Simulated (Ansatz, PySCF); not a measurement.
Complex: HCl (SMILES Cl) (first 2 atoms) with C2H6O (SMILES COC); geometry from B3LYP-D3(BJ)/def2-TZVP, rigid monomers moved along the line of their centres of mass till H2···O4 is 2.40 Å.
(charge 0, multiplicity 1):
```xyz
11

Cl    -0.1740    -0.0281     0.4686
H     -0.2030     0.2287     1.7614
C     -1.0694    -0.5385     4.7209
O     -0.1532     0.3906     4.1596
C      1.1769     0.2103     4.6247
H     -1.1179    -0.4198     5.8077
H     -0.7804    -1.5678     4.4829
H     -2.0452    -0.3280     4.2885
H      1.2279     0.3616     5.7074
H      1.7951     0.9526     4.1247
H      1.5450    -0.7925     4.3828
```

Interaction energies are E(AB) − E(A) − E(B) at the monomers' geometry in the complex; basis-set methods are counterpoise corrected. Rows marked so take none.

Rows in 6-311+G**, 6-31G* carry no dispersion term and start afresh at each structure (6-31G* with six Cartesian d functions). MP2/6-31G* freezes PySCF's default core.

Programs: Ansatz (a first-principles code) with Gaussian orbitals; PySCF for 6-311+G** rows, 6-31G* rows. Each number belongs to the level named beside it.

One of these levels gives -19.5 kJ/mol for the interaction energy. Which?
A. MP2/6-31G* (no counterpoise)
B. B3LYP/6-311+G** (no counterpoise)
C. PBE/def2-TZVPPD

B, B3LYP/6-311+G** (no counterpoise). The others give -17.6 (PBE/def2-TZVPPD), -25.1 (MP2/6-31G* (no counterpoise))
